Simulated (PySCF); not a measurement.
# 4-fluorobenzonitrile, C7H4FN

Molfile (atoms numbered from 1):
```
C7H4FN
     RDKit          3D

 13 13  0  0  0  0  0  0  0  0999 V2000
    3.5912   -0.7993   -0.2210 N   0  0  0  0  0  0  0  0  0  0  0  0
    2.4663   -0.5667   -0.0625 C   0  0  0  0  0  0  0  0  0  0  0  0
    1.0778   -0.2799    0.1346 C   0  0  0  0  0  0  0  0  0  0  0  0
    0.1518   -1.3263    0.2689 C   0  0  0  0  0  0  0  0  0  0  0  0
   -1.1952   -1.0475    0.4607 C   0  0  0  0  0  0  0  0  0  0  0  0
   -1.6075    0.2802    0.5172 C   0  0  0  0  0  0  0  0  0  0  0  0
   -2.8934    0.5500    0.6999 F   0  0  0  0  0  0  0  0  0  0  0  0
   -0.7091    1.3345    0.3862 C   0  0  0  0  0  0  0  0  0  0  0  0
    0.6370    1.0514    0.1945 C   0  0  0  0  0  0  0  0  0  0  0  0
    0.4961   -2.3605    0.2215 H   0  0  0  0  0  0  0  0  0  0  0  0
   -1.9344   -1.8426    0.5673 H   0  0  0  0  0  0  0  0  0  0  0  0
   -1.0763    2.3605    0.4360 H   0  0  0  0  0  0  0  0  0  0  0  0
    1.3580    1.8633    0.0896 H   0  0  0  0  0  0  0  0  0  0  0  0
  1  2  3  0
  2  3  1  0
  3  4  1  0
  4  5  2  0
  5  6  1  0
  6  7  1  0
  6  8  2  0
  8  9  1  0
  9  3  2  0
  4 10  1  0
  5 11  1  0
  8 12  1  0
  9 13  1  0
M  END
```

Level of theory: quadratic response CAM-B3LYP/aug-cc-pVDZ first hyperpolarisability, Taylor convention, gas phase in PySCF. Geometry: PBE0-D3(BJ)/def2-SVP.

(1) Give the tensor of the second harmonic β(−2ω;ω,ω) at 1907 nm in the axes of these coordinates.

Answers

(1) In au, Taylor convention; rows are the first index (the induced dipole):
```csv
,xx,yy,zz,xy,xz,yz
x,-288.4,+17.7,-5.2,+73.9,+41.2,-10.6
y,+73.7,-17.4,+1.4,+16.8,-10.6,-2.4
z,+41.2,-2.5,+0.5,-10.6,-5.0,+1.4
```
Norm of βᵢ = ⅓ Σⱼ (βᵢⱼⱼ + βⱼᵢⱼ + βⱼⱼᵢ): 285.1 au, hyper-Rayleigh value 127.8 au.
